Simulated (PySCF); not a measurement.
**Electron affinity of Ge by level of theory**

Ge⁻ [Ar] 3d10 4s2 4p3 (4S) → Ge [Ar] 3d10 4s2 4p2 (3P), as a difference of total energies. Calculation: PySCF 2.14, in dyall-av2z; the non-relativistic Hamiltonian (point nucleus). Correlated levels: valence: [Ar] 3d10 frozen; virtual orbitals above 40 to 60 times the deepest correlated orbital energy dropped. The calculations carry no spin-orbit coupling.

**Question.** Order these methods by the electron affinity they give, lowest first.
A. UHF
B. SCS-MP2 (valence)
C. MP2 (valence)
D. CCSD (valence)

**Answer.** A (0.893 eV), B (1.133 eV), D (1.251 eV), C (1.284 eV).

A first-order spin-orbit estimate (lowest level to lowest level, LS coupling) adds -0.094 eV.

These non-relativistic numbers lack the scalar-relativistic shift.

Errors of the correlated levels include the incompleteness of this basis and the frozen core.

For comparison: 1.233 eV (measured; photodetachment measurements, as compiled on the Wikipedia data page of electron affinities).
